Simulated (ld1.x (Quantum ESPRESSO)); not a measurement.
## What one change does to a pseudopotential (Hf (Z = 72), TM)

- Element: hafnium (Hf)
- Generator: ld1.x (Quantum ESPRESSO) 7.5
- Type: norm-conserving Troullier–Martins (Kleinman–Bylander form)
- Functional: PBE
- Relativity: scalar-relativistic
- Frozen core: [Kr] 4d10 4f14
- Valence charge: 12
- Reference configuration: 5s2 5p6 5d2 6s2 6p0
- Partial waves: 5p (bound): rc 2.25 bohr; 5d (bound): rc 2.10 bohr; 5f channel at 0.05 Ry: rc 2.20 bohr; 5s (bound): rc 1.00 bohr
- Local potential: the s channel
- Core correction: none

Occupied shells without a wave of their own: 6s. They enter only through the test configuration that unscreens the potential.

Change: core correction a·sin(br)/r model core inside 1.20 bohr (6s counted twice).

Cutoffs: the cutoffs (Ry, on a coarse ladder) from which the occupation-weighted sum of valence levels, in a spherical-Bessel basis at the reference potential, stays within 10 and 1 mRy of its value at 400 Ry; they do not see the model core or the augmentation charge, which bear on the density cutoff. Errors are all-electron minus pseudo energies relative to the spin-unpolarised reference configuration.

Task: How do hardness, ghosts and transferability respond?

Result: The potential gets neither clearly harder nor softer (120 Ry and 200 Ry → 120 Ry and 200 Ry); both files keep a bound ghost (f); of the 7 tests that both files solve, the error grows in 7 and shrinks in 0 by more than 15 % and 0.3 meV (median size 106.7 → 232.9 meV). In the changed file ld1.x takes every shell without a wave as core, so the model core holds the 6s electrons as well and exchange and correlation see them twice. This cancels in the reference configuration, but the file is broken for other ones, and its errors say nothing about a proper core correction. A model core, the more so a compact one, raises the density cutoff, which this test does not measure.

```tsv
quantity	base	changed
cutoff, loose	120 Ry	120 Ry
cutoff, tight	200 Ry	200 Ry
bound ghosts	f	f
largest miss of a reference level, eV	0.07	0.07
error for 5s2 5p6 5d2 6s1 6p0, meV [ΔE 7.98 eV]	-83	-204
error for 5s2 5p6 5d2 6s0 6p0, meV [ΔE 22.16 eV]	-191	-739
error for 5s2 5p6 5d1 6s0 6p0, meV [ΔE 43.95 eV]	-279	-1201
error for 5s2 5p6 5d2 6s1 6p1, meV [ΔE 3.83 eV]	-32	-55
error for 5s1 5p6 5d2 6s2 6p0, meV [ΔE 73.09 eV]	-236	-334
error for 5s2 5p6 5d2 6s1.5 6p0, meV [ΔE 3.25 eV]	-38	-66
error for 5s2 5p6 5d2 6s0 6p1, meV [ΔE 12.65 eV]	-107	-233
s: phases at 2.44 bohr within 0.05 rad from the reference energy up to (Ry; the scan ends near 5)	0.0	0.0
p: phases at 2.44 bohr within 0.05 rad from the reference energy up to (Ry; the scan ends near 5)	0.8	0.8
d: phases at 2.44 bohr within 0.05 rad from the reference energy up to (Ry; the scan ends near 5)	3.8	3.8
f: phases at 2.44 bohr within 0.05 rad from the reference energy up to (Ry; the scan ends near 5)	1.1	1.1
```

Base: The 6s level has no wave, so the channel is fitted at the deeper level alone: the likely source of the large errors. A true bound ghost makes a file unfit for plane-wave use even where its test errors are small: the radial tests pick states by their node count and pass the ghost by.
